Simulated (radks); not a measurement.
Species: the rhodium ion Rh17+. Configuration: [Ar] 3d10. Calculated with a radial shooting solver on a logarithmic mesh with Libxc functionals: scalar-relativistic Kohn-Sham, PBE, spin-unpolarised, spherical densities, point nucleus.

Normalised radial functions P(r) = r R(r), r in bohr:

| r | 3d |
|---|---|
| 0.002442 | 0.0000 |
| 0.003055 | 0.0001 |
| 0.003821 | 0.0002 |
| 0.004781 | 0.0003 |
| 0.005981 | 0.0005 |
| 0.007423 | 0.0010 |
| 0.009287 | 0.0018 |
| 0.01162 | 0.0034 |
| 0.01454 | 0.0064 |
| 0.01819 | 0.0117 |
| 0.02275 | 0.0212 |
| 0.02846 | 0.0379 |
| 0.03561 | 0.0666 |
| 0.04455 | 0.1143 |
| 0.05574 | 0.1911 |
| 0.06973 | 0.3089 |
| 0.08724 | 0.4794 |
| 0.1091 | 0.7083 |
| 0.1365 | 0.9874 |
| 0.1708 | 1.2846 |
| 0.2137 | 1.5419 |
| 0.2652 | 1.6823 |
| 0.3318 | 1.6533 |
| 0.4151 | 1.4301 |
| 0.5194 | 1.0639 |
| 0.6498 | 0.6592 |
| 0.8129 | 0.3259 |
| 1.017 | 0.1210 |
| 1.272 | 0.0312 |

3d: eigenvalue -711.89 eV, 0 radial nodes, <r> = 0.360 bohr, 90 % of the charge inside 0.567 bohr.
